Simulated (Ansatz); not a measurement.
Abridged output of a molecular run in Ansatz:

```
Functional definition: HF
1788 factors; integrals over basis functions are off by at most 1.9e-3 eV
mean field evaluation 1: about -27463.6173 eV, gradient 3.0e1 eV
mean field evaluation 2: about -27463.9476 eV, gradient 3.0e1 eV
mean field evaluation 4: about -27467.0657 eV, gradient 4.3e0 eV
mean field evaluation 8: about -27467.1341 eV, gradient 2.0e-1 eV
mean field -27467.13432746 eV, -1009.3985686417 hartree, gradient 2.2e-6 eV, S^2 0.000000; 0 other end points of the search recorded, 0 dependent functions left out
17 core orbitals not correlated: weight in the atoms' cores, before any rotation towards them, 1.000 or more for the frozen orbitals, at most 0.000 for the correlated occupied ones
reference -27467.13432746 eV, -1009.3985686417 hartree; 15, 15 occupied and 282, 282 virtual orbitals, 1788 factors
second order -20.26915385 eV of doubles, -0.00000000 eV of singles
cycle   1  -21.42392607 eV  change    -1.2e0 eV  update   1.1e-1
cycle   2  -22.07916879 eV  change   -6.6e-1 eV  update   3.2e-2
cycle   3  -22.17117216 eV  change   -9.2e-2 eV  update   1.3e-2
cycle   4  -22.16425178 eV  change    6.9e-3 eV  update   3.6e-3
cycle   5  -22.16369094 eV  change    5.6e-4 eV  update   1.5e-3
cycle   6  -22.16348377 eV  change    2.1e-4 eV  update   4.6e-4
cycle   7  -22.16335998 eV  change    1.2e-4 eV  update   1.7e-4
cycle   8  -22.16340802 eV  change   -4.8e-5 eV  update   6.4e-5
cycle   9  -22.16341684 eV  change   -8.8e-6 eV  update   2.2e-5
perturbative correction -0.93613734 eV, -0.0344024128 hartree
Total energy: -27490.23388164 eV, -1010.2474616003 hartree
```

Its atoms:

Z-matrix (Å, degrees):
```
Al
S 1 2.427
C 1 1.964 2 48.4
H 1 1.584 2 113.1 3 108.1
H 1 1.589 2 106.3 3 -112.6
C 2 1.800 1 100.4 3 97.0
H 3 1.088 1 125.0 2 -105.6
H 3 1.090 1 119.3 2 103.4
Si 6 1.887 2 110.9 1 108.5
H 6 1.093 2 108.6 1 -129.8
H 6 1.094 2 109.3 1 -11.4
H 9 1.483 6 109.6 2 -64.2
H 9 1.486 6 108.2 2 175.8
H 9 1.485 6 109.9 2 56.3
```

**Question.** Which basis set was used?
A. def2-TZVPP
B. def2-QZVPP
C. def2-SVP
D. def2-TZVPPD

**Answer.** A. It gives 314 functions.

**Question.** Write the keys of the input that set method, charge and spin (a neutral closed shell needs none for the last two).

**Answer.** 
```yaml
correlation: {method: ccsd_t}
```
